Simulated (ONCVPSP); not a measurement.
## Fe (Z = 26) ONCV: all-electron and pseudo phase curves

ONCVPSP 4.0.1 input, shortened (lines: element, Z, core and valence counts, functional; n l f; lmax; l rc ep ncon nbas qcut; lloc lpopt rc5 dvloc0; l nproj debl; icmod fcfact rcfact), PBE, scalar-relativistic:

```
  Fe 26.00    4    3        4      upf
    1    0    2.00
    2    0    2.00
    2    1    6.00
    3    0    2.00
    3    1    6.00
    3    2    6.00
    4    0    1.00
    2
    0    1.85    0.00    4    7    3.60
    1    0.95    0.00    4    7    9.90
    2    0.95    0.00    4    8   17.90
    2    5    0.95    0.00
    0    1    3.10
    1    2    1.80
    2    0    0.80
    0    0.00    0.00
```

In the p channel the program set the typed energies aside and used -2.520, 0.250 Ha.

The phase is arctan(r·R′/R) of the radial function R(r), unwrapped; energies in Ha, scanned from -4 to 5 Ha. A pole is an energy at which the radial function vanishes at the test radius. The pseudo phase is shifted by a multiple of π to meet the all-electron one at the reference energy, and phase errors are pseudo minus all-electron; the curves can meet again beyond the range given. Levels narrower than the energy grid can be missing from the lists of poles.

```tsv
channel	radius (bohr)	reference energy (Ha)	poles, all-electron	poles, pseudo	unbroken range about the reference energy with phases within 0.05 rad	phase error 1 Ha above the reference energy (rad)
s	1.88	-0.45	-3.71, 2.64	0.01, 3.10	-2.6 to -0.2	-3.031
p	0.96	-2.52	1.45	1.45	the whole range	+0.000
d	0.96	-0.59	2.66	2.80	the whole range	+0.002
```

Note: ghosts flagged at negative energy: s at -555.2 eV; GHOST(+) flagged for s at 0.21 eV. A true bound ghost makes a file unfit for plane-wave use.

Phases in the s channel:

```csv
E (Ha),all-electron,pseudo
-3.98,1.056,-1.845
-3.74,-1.506,-1.859
-3.50,-1.754,-1.875
-3.26,-1.814,-1.893
-3.02,-1.852,-1.914
-2.78,-1.886,-1.939
-2.54,-1.921,-1.970
-2.30,-1.960,-2.007
-2.06,-2.008,-2.054
-1.82,-2.069,-2.115
-1.58,-2.150,-2.196
-1.34,-2.263,-2.309
-1.10,-2.429,-2.472
-0.86,-2.681,-2.712
-0.62,-3.044,-3.053
-0.38,-3.469,-3.472
-0.14,-3.832,-3.919
0.10,-4.084,-6.629
0.34,-4.251,-7.230
0.58,-4.364,-7.400
0.82,-4.445,-7.506
1.06,-4.506,-7.581
1.30,-4.554,-7.638
1.54,-4.592,-7.683
1.78,-4.625,-7.719
2.02,-4.653,-7.750
2.26,-4.677,-7.777
2.50,-4.700,-7.801
2.74,-4.721,-7.823
2.98,-4.742,-7.844
3.22,-4.762,-7.864
3.46,-4.783,-7.883
3.70,-4.804,-7.902
3.94,-4.828,-7.923
4.18,-4.854,-7.945
4.42,-4.885,-7.969
4.66,-4.922,-7.997
4.90,-4.968,-8.030
```
